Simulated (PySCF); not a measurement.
A PySCF script (with the pyscf-properties extension) for the NMR shieldings of SMILES n1cc(CCC)n([SiH2]C)c1, C7H14N2Si, on a GFN2-xTB geometry:

```python
import basis_set_exchange as bse
import numpy as np
from pyscf import gto, dft
from pyscf.prop import nmr

atoms = """
C     3.110952    1.069675    0.425065
C     2.029844    0.013607    0.611137
C     1.045397   -0.005422   -0.564659
C     0.006944   -1.054006   -0.377991
C     0.017984   -2.370269   -0.734603
N    -1.123675   -2.984743   -0.308448
C    -1.802561   -2.061403    0.294083
N    -1.178047   -0.845281    0.298393
Si   -1.856975    0.639364    0.945322
C    -2.605275    1.640575   -0.481265
H     2.669532    2.060818    0.344022
H     3.682743    0.875182   -0.479603
H     3.795306    1.067108    1.270020
H     1.481371    0.206846    1.535633
H     2.489955   -0.972247    0.701168
H     1.594851   -0.214518   -1.485508
H     0.576765    0.976527   -0.660940
H     0.766915   -2.915472   -1.274515
H    -2.760966   -2.206630    0.750611
H    -0.782868    1.363437    1.626789
H    -2.875330    0.191687    1.894789
H    -3.377753    1.072558   -0.994705
H    -3.058425    2.557227   -0.116363
H    -1.858419    1.915144   -1.222352
"""
names = dict.fromkeys(["C", "N", "Si", "H"], "pcSseg-1")
basis = {el: gto.basis.parse(bse.get_basis(n, elements=[el], fmt="nwchem")) for el, n in names.items()}
mol = gto.M(atom=atoms, basis=basis, charge=0, verbose=0)
mf = dft.RKS(mol, xc="PBE0")
mf.grids.level = 2
mf.grids.alignment = dft.numint.BLKSIZE   # the property module wants whole blocks of grid points
mf.conv_tol = 1e-9
mf.kernel()

calc = nmr.RKS(mf)   # GIAO
C = mf.mo_coeff
Co = C[:, mf.mo_occ > 0]
resp = mf.gen_response(singlet=True, hermi=2)
def vind(x):   # induced exchange potential for any number of trial vectors
    d = np.einsum("pi,xij,qj->xpq", C, 2 * x.reshape(-1, C.shape[1], Co.shape[1]), Co, optimize=True)
    return np.einsum("xpq,pi,qj->xij", resp(d - d.transpose(0, 2, 1)), C, Co, optimize=True).ravel()
mo1, _ = nmr.rhf.solve_mo1(calc, with_cphf=vind)
sigma = calc.kernel(mo1)
for i, s in enumerate(sigma):   # ppm
    print("%2d %-2s %9.2f" % (i, mol.atom_pure_symbol(i), np.trace(s) / 3))
```

Question: What does it print?

Answer: 
```
 0 C     169.99
 1 C     154.29
 2 C     154.54
 3 C      47.06
 4 C      51.49
 5 N     -45.58
 6 C      43.99
 7 N      82.37
 8 Si    382.13
 9 C     187.86
10 H      30.77
11 H      30.68
12 H      30.40
13 H      30.07
14 H      30.24
15 H      28.94
16 H      29.38
17 H      24.57
18 H      24.56
19 H      26.50
20 H      26.58
21 H      31.22
22 H      31.67
23 H      31.05
```

These numbers come from an equivalent density-fitted implementation of the same equations, which agrees with the script to about 0.01 ppm for H and up to a few tenths of a ppm for heavy atoms, so last digits may differ.

Question: Turn these shieldings into chemical shifts. References, each an isolated molecule treated in the same way: 13C (186.93 ppm) and 29Si (349.16 ppm) and 1H (31.72 ppm) against TMS; NH3 for 15N (267.73 ppm).

Answer: Averaging equivalent atoms: C 6: 142.9; C 3: 139.9; C 4: 135.4; C 1: 32.6; C 2: 32.4; C 0: 16.9; C 9: -0.9; N 5: 313.3; N 7: 185.4; Si 8: -33.0; H 18: 7.16; H 17: 7.15; H 19/20: 5.18; H 15/16: 2.56; H 13/14: 1.56; H 10/11/12: 1.10; H 21/22/23: 0.40 ppm. Experimental scales use liquid or dissolved standards, which lie at an offset from isolated NH3 (liquid NH3: subtract about 20 ppm). Unscaled 15N shifts of sp2 nitrogen come out 20 to 40 ppm too high even then.

Size and cost of the density-fitted run: 247 basis functions, 51 s wall time on 1 thread of an x86-64 server CPU, shared host.
